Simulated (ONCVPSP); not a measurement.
## Logarithmic derivatives: lanthanum (La), ONCV

* Element: La (Z = 57)
* Generator: ONCVPSP 4.0.1
* Type: optimised norm-conserving Vanderbilt (ONCV)
* Functional: PBEsol
* Relativity: scalar-relativistic
* Frozen core: [Kr] 4d10
* Valence charge: 11
* Reference configuration: 5s2 5p6 5d1.5 6s1.5
* Partial waves: 5s+6s: rc 2.65 bohr, ncon 5, nbas 7, qcut 4 1/bohr, 3 projectors, debl 2.9 Ha; 5p: rc 2.15 bohr, ncon 4, nbas 7, qcut 7.9 1/bohr, 1 projector; 5d: rc 3.70 bohr, ncon 3, nbas 8, qcut 4 1/bohr, 1 projector; f scattering state at 0.04 Ha: rc 3.75 bohr, ncon 4, nbas 8, qcut 3.2 1/bohr, 3 projectors, debl 2.3 Ha
* Local potential: polynomial inside 1.40 bohr (lpopt 5, dvloc0 0 Ha)
* Core correction: polynomial model core, fcfact 0.15

In the f channel the program set the typed energies aside and used -0.130, 2.170, 4.470 Ha.

The phase is arctan(r·R′/R) of the radial function R(r), unwrapped; energies in Ha, scanned from -3 to 5 Ha. A pole is an energy at which the radial function vanishes at the test radius. The pseudo phase is shifted by a multiple of π to meet the all-electron one at the reference energy, and phase errors are pseudo minus all-electron; the curves can meet again beyond the range given. Levels narrower than the energy grid can be missing from the lists of poles.

| channel | radius (bohr) | reference energy (Ha) | poles, all-electron | poles, pseudo | unbroken range about the reference energy with phases within 0.05 rad | phase error 1 Ha above the reference energy (rad) |
| --- | --- | --- | --- | --- | --- | --- |
| s | 2.69 | -0.13 | -1.28, 2.31 | -1.28, 2.31 | the whole range | +0.000 |
| p | 2.18 | -0.79 | 0.03 | -0.01, 1.79 | below 0.6 | -0.016 |
| d | 3.76 | -0.10 | 0.07, 1.68, 4.24 | 0.07, 1.68, 3.17 | below 0.6 | +0.021 |
| f | 3.81 | -0.13 | -0.12, 0.99, 2.71 | -0.12, 2.61 | not even at the reference energy | +2.640 |

Note: no bound ghost flagged; GHOST(+) flagged for s at 96.8 eV, f at 276.1 eV.

Phases in the f channel:

| E (Ha) | all-electron | pseudo |
| --- | --- | --- |
| -2.98 | 1.454 | 1.463 |
| -2.54 | 1.444 | 1.456 |
| -2.10 | 1.430 | 1.447 |
| -1.66 | 1.412 | 1.435 |
| -1.22 | 1.385 | 1.420 |
| -0.78 | 1.337 | 1.399 |
| -0.34 | 1.219 | 1.357 |
| 0.10 | -2.204 | -1.784 |
| 0.54 | -4.299 | -1.875 |
| 0.98 | -4.705 | -2.087 |
| 1.42 | -4.998 | -3.248 |
| 1.86 | -7.473 | -4.409 |
| 2.30 | -7.771 | -4.632 |
| 2.74 | -7.860 | -4.744 |
| 3.18 | -7.947 | -4.884 |
| 3.62 | -8.280 | -5.914 |
| 4.06 | -10.730 | -7.622 |
| 4.50 | -10.912 | -7.770 |
| 4.94 | -10.970 | -7.834 |
